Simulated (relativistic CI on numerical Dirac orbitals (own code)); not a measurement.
Slater and spin-orbit integrals, Ce XXIII

These numbers are calculated, not measured: Dirac-Coulomb-Breit CI, separate exchange-only KLI orbitals for each configuration, model QED (radiative potential, 1s self-energy scaled to tabulated hydrogen-like ionisation energies), unscaled Slater integrals (own radial code, finite nucleus).

Slater integrals F^k, G^k are unscaled and averaged over j, outside the closed core [Ar] 3d10; ζ comes from projecting the Hamiltonian with its Breit term on Σ l·s of the shell.

- 4s²4p⁵4d: ζ(4p) = 126220, F^2(4p,4d) = 164880, G^1(4p,4d) = 207080, G^3(4p,4d) = 131990, ζ(4d) = 14953 cm⁻¹; <r>(4p) = 0.6084, <r^2>(4p) = 0.4179, <r>(4d) = 0.625, <r^2>(4d) = 0.4458 (bohr units).
- 4s4p⁶4d: G^2(4s,4d) = 162880, ζ(4d) = 15062 cm⁻¹; <r>(4s) = 0.5898, <r^2>(4s) = 0.3905, <r>(4d) = 0.6252, <r^2>(4d) = 0.4461 (bohr units).
- 4s²4p⁵4f: ζ(4p) = 125930, F^2(4p,4f) = 165670, G^2(4p,4f) = 140570, G^4(4p,4f) = 101180, ζ(4f) = 1630.9 cm⁻¹; <r>(4p) = 0.6087, <r^2>(4p) = 0.4183, <r>(4f) = 0.617, <r^2>(4f) = 0.4331 (bohr units).

Averages of the first 10 configurations, taken without configuration mixing, which lowers the lowest level and can move excited configurations by several eV; other configurations of the list can lie among them:

| Configuration | Parity | States | Average energy above the lowest level (eV) |
| --- | --- | --- | --- |
| 4s²4p⁶ | even | 1 | 0.3 |
| 4s²4p⁵4d | odd | 60 | 110.4 |
| 4s4p⁶4d | even | 20 | 195.9 |
| 4s²4p⁵4f | even | 84 | 231.9 |
| 4s4p⁶4f | odd | 28 | 317.6 |
| 4s²4p⁵5s | odd | 12 | 304.8 |
| 4s²4p⁵5p | even | 36 | 338.1 |
| 4p⁶4d² | even | 45 | 394.7 |
| 4p⁵4d³ | odd | 720 | 502.6 |
| 4p⁵4d²4f | even | 3780 | 621.2 |
